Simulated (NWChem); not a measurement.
**Correlation energy of IIn**

```
In
I 1 2.8214
```
Charge 0, spin multiplicity 1.

Program: NWChem. All single points use one geometry, from B3LYP/def2-SVP with def2 effective core potentials on In, I, a minimum by its harmonic frequencies.

Basis set: def2-TZVP. Each correlation energy counts from its own Hartree-Fock reference.

```csv
method,correlation energy (mHa)
MP2,-757.9
SCS-MP2,-670.6
CCSD,-722.1
CR-CCSD[T],-736.4
CR-CCSD(T),-735.5
```

The values span 87.3 mHa, from MP2 (lowest) to SCS-MP2 (highest). 

Effective core potentials replace the inner electrons of In, I; spin-orbit coupling is left out. The correlated methods keep 8 core orbitals frozen. The structure started from a generated list of species. Coupled-cluster values serve here as a point of comparison, not as the truth.
